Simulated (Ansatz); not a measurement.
`BC1OC1=C` + `O[SiH3]` → `BO[SiH3]` + `C=C1CO1` at 700 K and 1 bar (ligand exchange at a B–C bond).

Program: Ansatz. Geometries: PBE0-D4/def2-TZVP. ΔE: electronic, gas phase. CBS: MP2 limit from def2 TZ/QZ plus the TZ coupled-cluster correction, frozen cores.

```json
{"species": "`BC1OC1=C`", "CCSD(T)/CBS energy (Eh)": "-217.02601", "H − E (kJ/mol)": "257.5", "S (J/(mol·K))": "405.8"}
{"species": "`O[SiH3]`", "CCSD(T)/CBS energy (Eh)": "-366.69042", "H − E (kJ/mol)": "144.6", "S (J/(mol·K))": "321.6"}
{"species": "`BO[SiH3]`", "CCSD(T)/CBS energy (Eh)": "-392.11480", "H − E (kJ/mol)": "190.5", "S (J/(mol·K))": "377.2"}
{"species": "`C=C1CO1`", "CCSD(T)/CBS energy (Eh)": "-191.64805", "H − E (kJ/mol)": "212.7", "S (J/(mol·K))": "345.4"}
```

H − E and S are ideal-gas, rigid-rotor, harmonic terms from PBE0-D4/def2-TZVP, for one conformer and one mirror image of each species. 1 Eh = 2625.50 kJ/mol, R = 8.31446 J/(mol·K).

By hand: ΔE, ΔH, ΔS and ΔG.

ΔE = (-392.11480) + (-191.64805) − (-217.02601) − (-366.69042) = -0.04642 Eh = -121.9 kJ/mol. Δ(H − E) = 190.5 + 212.7 − 257.5 − 144.6 = 1.1, so ΔH = -120.8 kJ/mol. ΔS = 377.2 + 345.4 − 405.8 − 321.6 = -4.8 J/(mol·K). ΔG = -120.8 − 700 × (-4.8)/1000 = -117.4 kJ/mol.

By hand: the equilibrium constant, and the temperature at which ΔG would vanish if ΔH and ΔS stayed fixed.

log₁₀ K = −ΔG/(RT ln 10) = 8.8. ΔG = 0 at ΔH/ΔS = 25167 K, far beyond where these terms or the molecules hold.

The number of gas molecules stays the same, so ΔS is small and ΔH decides. A doubt of 5 kJ/mol in ΔE shifts log₁₀ K by 0.4 here. Other conformers and mirror images would add mixing entropy, several J/(mol·K) or more a flexible species. These are equilibria of isolated gas molecules and say nothing of rates. Largest T1 diagnostic: 0.014 (customary marks: 0.02 for closed shells, 0.045 for open ones).
